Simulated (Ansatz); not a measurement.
`Cl[Si]Br` + CH₃OH → `CO[Si]Cl` + HBr at 500 K and 1 bar (ligand exchange at the Si–Br bond).

Isolated molecules relaxed with PBE0-D4/def2-TZVP in Ansatz; ΔE leaves out vibrations. CCSD(T)/CBS adds triple-zeta CCSD(T) − MP2 to the extrapolated MP2 energy (def2 sets, frozen cores). This one scheme is used for every species. For Br outer-core shells are correlated without core-valence functions, which leaves a few kJ/mol of doubt a bond. Scalar relativity is left out up to krypton. Each species was taken in one conformer, which may not be the lowest.

```json
{"species": "`Cl[Si]Br`", "CCSD(T)/CBS energy (Eh)": "-3322.23177", "H − E (kJ/mol)": "30.4", "S (J/(mol·K))": "327.5"}
{"species": "CH₃OH", "CCSD(T)/CBS energy (Eh)": "-115.61712", "H − E (kJ/mol)": "157.0", "S (J/(mol·K))": "265.4"}
{"species": "`CO[Si]Cl`", "CCSD(T)/CBS energy (Eh)": "-863.93892", "H − E (kJ/mol)": "150.1", "S (J/(mol·K))": "365.4"}
{"species": "HBr", "CCSD(T)/CBS energy (Eh)": "-2573.91920", "H − E (kJ/mol)": "30.5", "S (J/(mol·K))": "213.7"}
```

H − E and S are ideal-gas, rigid-rotor, harmonic terms from PBE0-D4/def2-TZVP, for one conformer and one mirror image of each species. 1 Eh = 2625.50 kJ/mol, R = 8.31446 J/(mol·K).

**Question.** By hand: ΔE, ΔH, ΔS and ΔG.

**Answer.** ΔE = (-863.93892) + (-2573.91920) − (-3322.23177) − (-115.61712) = -0.00923 Eh = -24.2 kJ/mol. Δ(H − E) = 150.1 + 30.5 − 30.4 − 157.0 = -6.8, so ΔH = -31.0 kJ/mol. ΔS = 365.4 + 213.7 − 327.5 − 265.4 = -13.8 J/(mol·K). ΔG = -31.0 − 500 × (-13.8)/1000 = -24.1 kJ/mol.

**Question.** By hand: the equilibrium constant, and the temperature at which ΔG would vanish if ΔH and ΔS stayed fixed.

**Answer.** log₁₀ K = −ΔG/(RT ln 10) = 2.5. ΔG = 0 at ΔH/ΔS = 2246 K, though so small a ΔS makes that figure unsure.

The number of gas molecules stays the same, so ΔS is small and ΔH decides. A doubt of 5 kJ/mol in ΔE shifts log₁₀ K by 0.5 here. Other conformers and mirror images would add mixing entropy, several J/(mol·K) or more a flexible species. These are equilibria of isolated gas molecules and say nothing of rates. Largest T1 diagnostic: 0.014 (customary marks: 0.02 for closed shells, 0.045 for open ones).
